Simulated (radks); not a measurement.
The tin ion Sn4+, 46 electrons, occupied as [Ar] 3d10 4s2 4p5.75 4d10 5s0.25 (fractional occupations, a model configuration).

Method: Dirac Kohn-Sham, BLYP, spin-unpolarised, spherical densities, point nucleus; open shells fill j = l - 1/2 first; computed with a radial shooting solver on a logarithmic mesh with Libxc functionals.

Energy parts (eV):
| part | energy |
|---|---|
| total | -168042.237 |
| kinetic | 176959.813 |
| electron-nucleus | -405848.895 |
| Hartree | 65325.793 |
| exchange-correlation | -4478.948 |

Orbitals (lengths in bohr, moments of r in powers of bohr; r(max) is where P^2 peaks; r(90%) holds 90 % of the orbital's charge):
1s1/2: occ. 2; eigenvalue (eV) -29045.72; r(90%) 0.0522; r(max) 0.01877; <r^2> 0.001143
2s1/2: occ. 2; eigenvalue (eV) -4421.837; r(90%) 0.194; r(max) 0.1062; <r^2> 0.01851
2p1/2: occ. 2; eigenvalue (eV) -4133.744; r(90%) 0.173; r(max) 0.08178; <r^2> 0.01376
2p3/2: occ. 4; eigenvalue (eV) -3902.962; r(90%) 0.181; r(max) 0.08630; <r^2> 0.01506
3s1/2: occ. 2; eigenvalue (eV) -889.3477; r(90%) 0.499; r(max) 0.3077; <r^2> 0.1316
3p1/2: occ. 2; eigenvalue (eV) -772.3037; r(90%) 0.497; r(max) 0.2941; <r^2> 0.1265
3p3/2: occ. 4; eigenvalue (eV) -730.1657; r(90%) 0.513; r(max) 0.3044; <r^2> 0.1351
3d3/2: occ. 4; eigenvalue (eV) -523.1784; r(90%) 0.493; r(max) 0.2492; <r^2> 0.1160
3d5/2: occ. 6; eigenvalue (eV) -514.4784; r(90%) 0.498; r(max) 0.2522; <r^2> 0.1185
4s1/2: occ. 2; eigenvalue (eV) -177.9579; r(90%) 1.18; r(max) 0.7449; <r^2> 0.7536
4p1/2: occ. 2; eigenvalue (eV) -138.9152; r(90%) 1.27; r(max) 0.7705; <r^2> 0.8469
4p3/2: occ. 3.75; eigenvalue (eV) -131.2416; r(90%) 1.31; r(max) 0.7949; <r^2> 0.9047
4d3/2: occ. 4; eigenvalue (eV) -69.7369; r(90%) 1.62; r(max) 0.8753; <r^2> 1.311
4d5/2: occ. 6; eigenvalue (eV) -68.6395; r(90%) 1.64; r(max) 0.8846; <r^2> 1.342
5s1/2: occ. 0.25; eigenvalue (eV) -47.3040; r(90%) 2.90; r(max) 1.844; <r^2> 4.611

The highest occupied level is 5s1/2 at -47.304 eV. Summed over all electrons, <r^2> = 23.40 bohr^2, which gives a Langevin (diamagnetic) susceptibility term of -18.5 x 10^-6 cm^3/mol. The density falls to 0.001 e/bohr^3 at r = 2.92 bohr.
